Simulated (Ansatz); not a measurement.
`[SiH3][CH]1[S][GeH2]1` and `[CH2]1[S][GeH2]1` differ in one atom or group.

Ansatz, PBE0-D4/def2-TZVP geometries, multiplicity 1. 

Scalar relativity is left out up to krypton.

```csv
property,`[SiH3][CH]1[S][GeH2]1`
HOMO energy (PBE/def2-TZVPP) / eV,-5.63
HOMO energy (ωB97M-V/def2-TZVPP) / eV,-8.98
LUMO energy (PBE0/def2-TZVPP) / eV,-0.65
LUMO energy (PBE/def2-TZVPP) / eV,-1.49
size of the dipole moment (PBE/def2-TZVPP) / D,1.99
size of the dipole moment (B3LYP/def2-TZVPP) / D,2.10
```

Q: What does the change do to each property? (An estimate is asked.)

A: The calculation gave: 
| property | `[CH2]1[S][GeH2]1` | shift |
| --- | --- | --- |
| HOMO energy (PBE/def2-TZVPP) / eV | -5.56 | 0.07 |
| HOMO energy (ωB97M-V/def2-TZVPP) / eV | -8.95 | 0.03 |
| LUMO energy (PBE0/def2-TZVPP) / eV | -0.47 | 0.18 |
| LUMO energy (PBE/def2-TZVPP) / eV | -1.31 | 0.18 |
| size of the dipole moment (PBE/def2-TZVPP) / D | 2.00 | 0.01 |
| size of the dipole moment (B3LYP/def2-TZVPP) / D | 2.11 | 0.01 |

With PBE0 the HOMO rises by 0.05 eV and the LUMO rises by 0.18 eV, so the gap widens by about 0.13 eV. PBE moves the HOMO by 0.07 eV and ωB97M-V by 0.03 eV. Dipoles are sizes alone; their direction can turn.

B3LYP here is the variant with VWN-RPA as its local correlation; programs differ in this.
